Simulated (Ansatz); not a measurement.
Consider the redistribution: `C[CH2][AlH][CH2]C` + `[F][Al]([SiH3])[SH]` → `C[CH2][AlH][SH]` + `C[CH2][Al]([F])[SiH3]`.

Computed with Ansatz on PBE0-D4/def2-TZVP structures; ΔE is electronic, products minus reactants. CCSD(T)/CBS is the MP2 limit (def2-TZVPP, def2-QZVPP) plus CCSD(T) − MP2 in def2-TZVPP, frozen cores. Each species was taken in one conformer, which may not be the lowest.

| species | CCSD(T)/CBS(def2) energy (Eh) |
| --- | --- |
| `C[CH2][AlH][CH2]C` | -400.84332 |
| `[F][Al]([SiH3])[SH]` | -1031.18548 |
| `C[CH2][AlH][SH]` | -720.15155 |
| `C[CH2][Al]([F])[SiH3]` | -711.88239 |

(1) Work out ΔE.

Largest T1 diagnostic among the species: 0.013.

Results:

(1) ΔE = (-720.15155) + (-711.88239) − (-400.84332) − (-1031.18548) = -0.00514 Eh = -13.5 kJ/mol.
